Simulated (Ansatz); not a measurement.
Geometry optimisation, Ansatz, RKS r2SCAN/6-31G*.

The input (input.yaml):

```yaml
crystal:
  periodic: [false, false, false]
  atoms:
    - { symbol: Si, position_ang: [0.1733, 0.1389, 0.0155] }
    - { symbol: H, position_ang: [1.921, 0.5108, 0.5886] }
    - { symbol: C, position_ang: [0.5928, -1.7301, 0.1125] }
    - { symbol: C, position_ang: [-0.4919, 0.3722, -1.7492] }
    - { symbol: C, position_ang: [-1.0111, 0.5236, 1.4414] }
    - { symbol: H, position_ang: [1.6775, 1.436, 0.3772] }
    - { symbol: F, position_ang: [0.7306, 2.0624, -0.0377] }
    - { symbol: H, position_ang: [1.4094, -1.9938, -0.5551] }
    - { symbol: H, position_ang: [0.8856, -2.0296, 1.1144] }
    - { symbol: H, position_ang: [-0.2635, -2.3361, -0.1725] }
    - { symbol: H, position_ang: [-0.9171, 1.3586, -1.8907] }
    - { symbol: H, position_ang: [0.3068, 0.2546, -2.4732] }
    - { symbol: H, position_ang: [-1.2526, -0.3638, -1.982] }
    - { symbol: H, position_ang: [-0.4955, 0.4935, 2.3948] }
    - { symbol: H, position_ang: [-1.8131, -0.2047, 1.4808] }
    - { symbol: H, position_ang: [-1.4524, 1.5077, 1.3351] }
basis:
  gaussian: { orbitals: "6-31G*" }
hamiltonian:
  xc: r2scan
relax:
  f_tol: 0.15
  max_steps: 25
  restrain:
    - { distance: [0, 6], at: 2.98, k: 30.0 }
    - { distance: [5, 1], at: 1.92, k: 30.0 }
    - { distance: [0, 1], at: 1.42, k: 30.0 }
    - { distance: [5, 6], at: 0.88, k: 30.0 }
output:
  orbitals: {}
```

Command:

```bash
$ ansatz run input.yaml --threads 2 --pin off --max-ram 3072MiB --backend cpu --events-out ev --progress --plain --runs-dir out
```

Question: Where does it end, and by what steps?

Answer: The run converged. The restraints hold the end off the free minimum. After 8 steps the energy has fallen by 1.281 eV (the restraints' own energy left out); H6 moved furthest, 0.99 Å. Joined: Si1–H2 (1.88 → 1.45 Å), H6–F7 (1.21 → 0.92 Å).

```tsv
step	energy less start (eV)	largest force component (eV/Å)	accepted
0	0.0000	0.712	yes
1	-0.1224	1.859	yes
2	-0.2381	4.540	yes
3	-0.3370	4.165	yes
4	-0.9553	1.579	yes
5	-1.2061	0.876	yes
6	-1.2549	0.917	yes
7	-1.2750	1.019	yes
8	-1.2812	0.927	yes
```

```xyz
16
Properties=species:S:1:pos:R:3
Si 0.282 -0.134 0.059
H 1.594 0.449 0.289
C 0.529 -2.002 0.159
C -0.330 0.337 -1.655
C -0.904 0.429 1.407
H 1.347 2.347 0.163
F 0.586 2.840 0.020
H 1.234 -2.357 -0.603
H 0.916 -2.307 1.139
H -0.421 -2.529 0.001
H -0.527 1.412 -1.715
H 0.409 0.084 -2.427
H -1.257 -0.199 -1.895
H -0.511 0.203 2.406
H -1.872 -0.080 1.307
H -1.075 1.508 1.344
```

The run took 15 s on 2 threads of AMD EPYC 9R45 96-Core Processor (Zen 5) (shared host), peak memory 0.19 GiB.
